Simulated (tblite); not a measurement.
Parent: `[CH:1]#[C:2][Si@H:3]([CH3:4])[PH2:5]` with C2–Si3–P5–H -163° and -70°, C3H7PSi.

Computed geometry: GFN2-xTB, gas phase. One conformer each, not checked by frequencies here.

```csv
coordinate of the parent,value
C1≡C2,1.203 Å
C2–Si3,1.854 Å
Si3–C4,1.902 Å
Si3–P5,2.254 Å
C1–C2–Si3,178.4°
C2–Si3–C4,109.9°
C2–Si3–P5,106.7°
C4–Si3–P5,107.7°
```

Problem. How does the shared frame change in `[CH3:1][Si@@H:2]([PH2:3])[C:4]#[C:5][c:6]1[cH:7][cH:8][cH:9][o:10]1` with C1–Si2–P3–H 167° and 74°, C7H9OPSi? Atoms pair as C1 = C5, C2 = C4, Si3 = Si2, C4 = C1, P5 = P3 (parent first).

Solution. 
```csv
parent,relative,value in the relative,change
C1≡C2,C5≡C4,1.212 Å,+0.009
C2–Si3,C4–Si2,1.852 Å,-0.002
Si3–C4,Si2–C1,1.902 Å,0.000
Si3–P5,Si2–P3,2.257 Å,+0.003
C1–C2–Si3,C5–C4–Si2,175.2°,-3.2
C2–Si3–C4,C4–Si2–C1,108.7°,-1.2
C2–Si3–P5,C4–Si2–P3,111.5°,+4.8
C4–Si3–P5,C1–Si2–P3,108.3°,+0.6
```

Of the parent's bonds, C1–C2 changes most (+0.009 Å). Bonds of the relative outside the shared frame: C5–C6 1.403, C6–C7 1.375, C7–C8 1.411, C8–C9 1.363, C9–O10 1.339, C6–O10 1.355 Å. Point group C1 → C1.

Problem. How does the shared frame change in `[CH3:1][CH2:2][CH2:3][C:4]#[C:5][Si@@H:6]([CH3:7])[PH2:8]` with C1–C2–C3–C4 65°, C5–Si6–P8–H -45° and 48°, C6H13PSi? Atoms pair as C1 = C4, C2 = C5, Si3 = Si6, C4 = C7, P5 = P8 (parent first).

Solution. 
```tsv
parent	relative	value in the relative	change
C1≡C2	C4≡C5	1.207 Å	+0.004
C2–Si3	C5–Si6	1.850 Å	-0.004
Si3–C4	Si6–C7	1.903 Å	+0.001
Si3–P5	Si6–P8	2.258 Å	+0.004
C1–C2–Si3	C4–C5–Si6	176.5°	-1.9
C2–Si3–C4	C5–Si6–C7	109.8°	-0.1
C2–Si3–P5	C5–Si6–P8	111.6°	+4.9
C4–Si3–P5	C7–Si6–P8	107.8°	+0.1
```

Of the parent's bonds, C1–C2, C2–Si3 and Si3–P5 change most and about equally (-0.004 to +0.004 Å). Bonds of the relative outside the shared frame: C1–C2 1.523, C2–C3 1.534, C3–C4 1.448 Å. Point group C1 → C1.

Problem. How does the shared frame change in `[CH3:1][CH:2]([CH3:3])[C:4]#[C:5][Si@H:6]([CH3:7])[PH2:8]` with C5–Si6–P8–H -48° and 45°, C6H13PSi? Atoms pair as C1 = C4, C2 = C5, Si3 = Si6, C4 = C7, P5 = P8 (parent first).

Solution. 
```
   parent   relative  value in the relative  change
    C1≡C2      C4≡C5                1.207 Å  +0.004
   C2–Si3     C5–Si6                1.850 Å  -0.004
   Si3–C4     Si6–C7                1.903 Å  +0.001
   Si3–P5     Si6–P8                2.258 Å  +0.004
C1–C2–Si3  C4–C5–Si6                 175.9°    -2.5
C2–Si3–C4  C5–Si6–C7                 110.0°    +0.1
C2–Si3–P5  C5–Si6–P8                 111.5°    +4.8
C4–Si3–P5  C7–Si6–P8                 108.0°    +0.3
```

Of the parent's bonds, C1–C2, C2–Si3 and Si3–P5 change most and about equally (-0.004 to +0.004 Å). Bonds of the relative outside the shared frame: C1–C2 1.532, C2–C3 1.531, C2–C4 1.453 Å. Point group C1 → C1.
